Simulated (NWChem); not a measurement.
GaH2I; SMILES [GaH2][I]

def2 effective core potentials on I; no spin-orbit coupling.

Problem. Give the equilibrium geometry at PBE0/def2-SVP with def2 effective core potentials on I (NWChem) as a Z-matrix, with the point group.

Solution. point group C2v; any orientation.
```
Ga
H 1 1.5604
H 1 1.5604 2 128.40
I 1 2.4952 2 115.80 3 180.00
```
